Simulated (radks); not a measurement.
Cd VI, 43 electrons, occupied as [Kr] 4d7. Calculated with a radial shooting solver on a logarithmic mesh with Libxc functionals: Dirac Kohn-Sham, BLYP, spin-unpolarised, spherical densities, finite nucleus; open shells fill j = l - 1/2 first; Fermi nuclear charge, rms radius 4.6087 fm.

Spin-orbit splittings of the eigenvalues, e(l+1/2) - e(l-1/2), with zeta = 2 splitting/(2l+1) and mean radii in bohr:

shell  occ.  splitting (eV)  zeta (eV)  <r> j=l-1/2  <r> j=l+1/2
2p        6           192.6      128.4       0.1112       0.1164
3p        6           34.42      22.95       0.3493       0.3603
3d       10           7.001      2.800       0.3324       0.3359
4p        6           6.185      4.123       0.9149       0.9420
4d        7          0.8909     0.3564        1.110        1.120
